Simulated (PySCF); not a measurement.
# Relaxation of sextet RuSI

Method: UPBE0 in PySCF with Ru def2-SVP with ECP28, S def2-SVP, I def2-SVP with ECP28; scalar-relativistic core potentials, no spin–orbit coupling; density-fitted integrals. A (50,194) grid was used.

A hand-made bent start, of Cs symmetry, held to at least that symmetry:

```xyz
3
charge 0 multiplicity 6, angstrom
Ru   -0.8196    0.0000   -0.8664
S    -2.5234    0.0000    0.3266
I     1.2938    0.0000    0.6134
```

Question: What forces act on the atoms at the start (eV/Å)?

Answer: 
| atom | Fx | Fy | Fz |
| --- | --- | --- | --- |
| Ru1 | 0.93 | 0.00 | -0.46 |
| S2 | -1.46 | 0.00 | 0.51 |
| I3 | 0.53 | 0.00 | -0.05 |

Question: What does it relax to?

Answer: It ends at Cs with Ru–I 2.607 Å, Ru–S 2.145 Å; I–Ru–S 142.5° (after a last refinement on a finer grid). A frequency run shows a minimum. Other isomers or separated fragments may lie lower.

Question: How much energy is released, and in how many steps?

Answer: 22.8 kJ/mol in 8 steps.

Other spin states or occupations of the open shell can lie lower. At this level a quartet minimum of Cs symmetry lies 22 kJ/mol below this structure. With an element this heavy the missing spin–orbit coupling can shift these numbers.
